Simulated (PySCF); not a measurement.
A GIAO shielding run with PySCF 2.14 (density fitting, non-relativistic, gas phase) on SMILES C=C[Si-](C#N)C#CC, [C6H6NSi]-:

```
$ OMP_NUM_THREADS=1 python probes_run.py task.json out

{"job": {"kind": "nmr", "xc": "PBE0", "basis": "pcSseg-1"}, "charge": -1, "multiplicity": 1}
C     -2.460530    -0.905495    -0.317891
C     -2.287682     0.304513     0.208890
Si    -0.801540     0.834314     1.203507
C     -0.667418     2.649002     0.877317
N     -0.618270     3.801439     1.007556
C      0.682120     0.172287     0.305838
C      1.698215    -0.385084    -0.033639
C      2.920253    -1.018759    -0.513397
H     -3.395759    -1.244460    -0.755432
H     -1.646587    -1.616840    -0.359119
H     -3.155197     0.964701     0.244084
H      2.707929    -1.676267    -1.361909
H      3.641379    -0.262425    -0.836688
H      3.382410    -1.617400     0.278848
```

Hardware: 1 thread of an Arm Neoverse V1, shared host. The job also computes population analyses, field gradients.

(1) How large is the calculation?

(2) How long does it take, and how much memory does it need?

## Answers

(1) 64 electrons, 173 basis functions and 911 auxiliary functions.

(2) 23 s of wall time, with 15 SCF cycles and 5 response iterations; peak memory 0.78 GiB. Times on a shared host scatter by some tens of per cent.
